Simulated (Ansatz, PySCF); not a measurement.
Gas-phase reaction (SMILES): [NH2][Al]([NH2])[OH] + F (HF) → [NH2][Al]([NH2])[F] + O (H2O); hydrogen fluoride cleaves one Al-O bond, a model of a ligand-exchange step.

Structures are relaxed separately at B3LYP-D3(BJ)/def2-TZVP in Ansatz (a quantum-chemistry and plane-wave program), one conformer each, not searched for the lowest. Correlated levels leave the core frozen unless marked. No spin-orbit coupling. Non-relativistic. CBS marks a two-point X^-3 extrapolation of the correlation energy; Hartree-Fock from the larger set. Thermal terms are rigid-rotor harmonic-oscillator values from B3LYP-D3(BJ) frequencies (Ansatz or PySCF) at 298.15 K and 1 atm. 1 Eh = 627.5095 kcal/mol.

```csv
species,"E, CCSD(T)/CBS(aug-cc-pV(T+d)Z,aug-cc-pV(Q+d)Z) (Ansatz) (Eh)","E, PBE/def2-TZVPD (Ansatz) (Eh)",H - E (Eh)
[NH2][Al]([NH2])[OH],-429.73791,-430.04500,0.07221
F (HF),-100.39216,-100.39521,0.01259
[NH2][Al]([NH2])[F],-453.77674,-454.08083,0.06081
O (H2O),-76.37513,-76.38111,0.02495
```

Q: Work out ΔE and ΔH at 298.15 K at the first level, then ΔH at the second.

A: 
1. ΔE = [(-453.77674) + (-76.37513)] - [(-429.73791) + (-100.39216)] = -0.02180 Eh = -13.7 kcal/mol at CCSD(T)/CBS(aug-cc-pV(T+d)Z,aug-cc-pV(Q+d)Z).
2. The terms H - E add up to 0.00096 Eh, so ΔH = (-0.02180 + (0.00096))×627.5095 = -13.1 kcal/mol.
3. At PBE/def2-TZVPD the same steps give ΔE = -13.6 and ΔH = -13.0 kcal/mol, a shift of +0.1 from the first level.
4. These values are not checked against measurement here, since the tables used lack a sound gas-phase enthalpy of formation for at least one species.
